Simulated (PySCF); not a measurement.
# What a mistake does to a calculation on CH4OSi2

All numbers below are calculated, not measured. The program is PySCF 2.14.0, an open-source quantum chemistry code, run on an isolated molecule that a program drew, which may never have been made. The molecule is CH4OSi2 (charge 0, singlet), drawn as the SMILES string `O[Si]C=[SiH2]`.

Each row is a Hartree-Fock (HF) and frozen-core CCSD(T) single point in the cc-pV(D+d)Z basis, meant for a local HF minimum. Run 1 is clean. Each other run has one planted mistake out of seven kinds, and not every kind appears here: one electron removed, one electron added, multiplicity raised by two, geometry at a saddle point, minimal basis STO-3G, one bond length entered in bohr, all coordinates scaled. The reference is restricted for singlets and unrestricted otherwise, and also for a bond in bohr. Adding or removing an electron swaps singlet and doublet. Electrons count all cores. HOMO and LUMO are orbital energies over both spins, the gradient is its largest component, and the lowest frequency (negative if imaginary) is given only where the gradient is small. Bond lengths are over the 7 bonds as drawn. T1 is the CCSD diagnostic: over 0.02 (restricted) or 0.045 (unrestricted) a single reference is doubtful.

Geometry of the clean run:
```xyz
8
CH4OSi2, angstrom
O    -2.2354    2.6575    3.2830
Si   -1.1693    3.0961    2.0870
C    -1.0149    1.5380    1.0731
Si    0.0099    1.5414   -0.2908
H    -2.5947    1.7820    3.3088
H    -1.5479    0.6149    1.3047
H     0.2312    0.3896   -1.1825
H     0.7770    2.7273   -0.6984
```

```
run  electrons  basis functions  <S^2>  HOMO (eV)  LUMO (eV)  gradient (hartree/bohr)  lowest frequency (cm^-1)  mean bond (Å)  longest bond (Å)      T1  HF (hartree)  CCSD(T) (hartree)               mistake
  1         46               94  0.000      -8.49       1.13                  2.8e-05                        91         1.4590             1.865  0.0175    -692.89396         -693.45531              no fault
  2         47               94  0.862      -0.15       7.40                  4.5e-02                         -         1.4590             1.865  0.0256    -692.87631         -693.44846    one electron added
  3         46               32  0.000      -5.57       6.07                  4.9e-02                         -         1.4590             1.865  0.0236    -684.66198         -684.90224  minimal basis STO-3G
  4         45               94  0.765     -14.71      -6.03                  8.1e-02                         -         1.4590             1.865  0.0205    -692.62901         -693.15755                     ?
  5         46               94  0.000      -8.74       0.94                  3.4e-02                         -         1.5159             1.938  0.0191    -692.88229         -693.45237                     ?
```

**Which mistake was planted in run 4, and what did it cost?**

It counts 45 electrons, one fewer than the clean run, at the same geometry and basis. So the mistake is: one electron removed. Subtracting run 1 and multiplying by 627.51 kcal/mol a hartree, the energy moved by 166.3 kcal/mol in HF and 186.8 kcal/mol in CCSD(T).

**Which mistake was planted in run 5, and what did it cost?**

The mean and the longest bond both change by the same factor, 1.039, and the gradient is no longer small. So the mistake is: all coordinates scaled. Subtracting run 1 and multiplying by 627.51 kcal/mol a hartree, the energy moved by 7.3 kcal/mol in HF and 1.8 kcal/mol in CCSD(T).

Cautions from the logs. Run 2: the added electron raises the CCSD(T) energy, so it isn't bound in this basis; run 3: T1 is over the limit, so its CCSD(T) energy is less reliable.
